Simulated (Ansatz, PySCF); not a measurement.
The pair A = C2H4 (SMILES C=C) (first 6 atoms), B = H4OSi (SMILES O[SiH3]); geometry from B3LYP-D3(BJ)/def2-TZVP.
(charge 0, multiplicity 1):
```
atom    x (Å)    y (Å)    z (Å)
----  -------  -------  -------
C      0.6359   0.5771   0.2490
C     -0.0404  -0.5603   0.1469
H      0.1645   1.4910   0.5903
H      1.6860   0.6407  -0.0089
H      0.4294  -1.4733  -0.1983
H     -1.0918  -0.6222   0.4008
O      0.6735  -0.5030   3.4006
Si    -0.6412   0.2345   4.0659
H      0.7500  -0.4626   2.4388
H     -0.6724   1.6885   3.7615
H     -0.5400   0.0361   5.5257
H     -1.9134  -0.3515   3.5701
```

Correlated levels freeze the cores.

Run with Ansatz (Gaussian orbitals); PySCF for the dispersion terms. Each number belongs to the level named beside it.

The monomers are drawn apart, rigid, along the line of their centres of mass. Counterpoise-corrected interaction energies (kcal/mol):

| level | R = 4.631 Å | R = 5.602 Å |
|---|---|---|
| PBE/def2-TZVPPD | -1.5310 | -0.5495 |
| PBE-D3(BJ)/def2-TZVPPD | -2.1125 | -0.7516 |
| wB97M-V/def2-TZVPPD | -1.8266 | -0.6878 |
| CCSD(T)/aug-cc-pV(D+d)Z | -1.6986 | -0.6405 |

Problem. R is the distance of the centres of mass. Find the local exponent m of E ∝ R⁻ᵐ between the two points.

Solution. 
m = ln(E₁/E₂)/ln(R₂/R₁): PBE/def2-TZVPPD 5.4; PBE-D3(BJ)/def2-TZVPPD 5.4; wB97M-V/def2-TZVPPD 5.1; CCSD(T)/aug-cc-pV(D+d)Z 5.1. For scale, two fixed dipoles give m = 3, dipole and quadrupole 4, quadrupoles 5, and dispersion or dipole-induced dipole 6 at long range; at these distances several terms mix, and what is left of overlap and damping shifts m, so it need not match one of them.

Ansatz is a quantum-chemistry and plane-wave program.
